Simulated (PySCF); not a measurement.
CH₃BiF₂O, SMILES C[O][Bi]([F])[F].

Geometry: B3LYP-D3(BJ)/def2-SVP. The def2 effective core potentials stand for the cores of Bi; spin–orbit coupling is left out. The values are those of a single conformer.

These are PySCF with IEF-PCM-ωB97X/def2-SVP values and carry that method's errors.

The values are the electrostatic part of the solvation free energy, E(continuum) − E(gas) at the gas-phase geometry, in a cavity of scaled van der Waals radii (PySCF's table); cavitation and dispersion terms are not included. A continuum can't describe solvent molecules that bind to the metal. In vacuum the orbital gap is 10.97 eV. The dipole moment in vacuum is 3.59 D.

| solvent | ε | ΔG(elec) (kcal/mol) | dipole (D) | gap (eV) |
|---|---|---|---|---|
| water | 78.36 | … | … | … |
| diethylether | 4.24 | -8.2 | 4.29 | 11.25 |
| benzene | 2.27 | -5.4 | 4.04 | 11.15 |

Question: Some entries are withheld; supply them. (An estimate is asked for; the answer gives what the named calculation found.)

Answer: 
- water, ΔG(elec) (kcal/mol): -12.1
- water, dipole (D): 4.64
- water, gap (eV): 11.41
